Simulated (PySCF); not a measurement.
## Bonding in `CCn1cc(Cl)cn1`

C5H7ClN2.
Numbering: `[CH3:1][CH2:2][n:3]1[cH:4][c:5]([Cl:6])[cH:7][n:8]1` (hydrogens: H9, H10, H11 on C1; H12, H13 on C2; H14 on C4; H15 on C7)

Structure used (GFN2-xTB), in Å, numbered top down from 1:
```xyz
15
C5H7ClN2 angstrom
C     -2.0256    0.7719    0.0573
C     -1.3084   -0.5746    0.1150
N      0.1202   -0.4038    0.1177
C      0.9250   -0.2155   -0.9460
C      2.1965   -0.0403   -0.4386
Cl     3.6360    0.2225   -1.3300
C      2.0526   -0.1340    0.9530
N      0.7892   -0.3511    1.2603
H     -3.1011    0.6210    0.0774
H     -1.7396    1.3794    0.9118
H     -1.7634    1.3052   -0.8531
H     -1.5679   -1.0981    1.0373
H     -1.5872   -1.1932   -0.7421
H      0.5670   -0.2248   -1.9544
H      2.8025   -0.0568    1.7125
```

Bond orders from the PBE0/pcSseg-1 density (PySCF). Isolated species at its GFN2-xTB geometry (one conformer only).

Question: Where do the orders between heavy atoms depart from those drawn in the SMILES?

Answer: The largest departure is 0.385, at N3–C4 (drawn aromatic, 1.115), counting aromatic bonds as 1.5. The bonds drawn aromatic range from 1.11 to 1.52.

Question: Give the Mayer order of every bond, beside its length.

Answer: 
```
  bond  drawn as  length (Å)  Mayer order
 C1–C2    single       1.527        1.055
 C2–N3    single       1.439        0.890
 N3–C4  aromatic       1.347        1.115
 C4–C5  aromatic       1.380        1.359
C5–Cl6    single       1.713        1.036
 C5–C7  aromatic       1.402        1.284
 C7–N8  aromatic       1.318        1.522
 N8–N3  aromatic       1.325        1.215
 C1–H9    single       1.086        0.965
C1–H10    single       1.087        0.961
C1–H11    single       1.087        0.963
C2–H12    single       1.092        0.941
C2–H13    single       1.093        0.947
C4–H14    single       1.070        0.976
C7–H15    single       1.070        0.982
```

Bonds between the same two heavy elements. C–C: lowest C1–C2 (1.055, 1.527 Å), highest C4–C5 (1.359, 1.380 Å). C–N: lowest C2–N3 (0.890, 1.439 Å), highest C7–N8 (1.522, 1.318 Å).

Question: Sum the orders of all bonds at each heavy atom with more than one neighbour and set the sums beside the valence in the SMILES.

Answer: C1 3.944 (drawn 4), C2 3.833 (drawn 4), N3 3.220 (drawn 3), C4 3.450 (drawn 4), C5 3.679 (drawn 4), C7 3.788 (drawn 4), N8 2.737 (drawn 3). Orders between atoms that aren't bonded are not in these sums.

Mayer orders depend on the basis set.

These values come from a run that also computed NMR shieldings. Hardware: an Arm Neoverse V2 with one thread, no GPU (shared host). Cost: 19 s, 0.80 GiB resident at most.
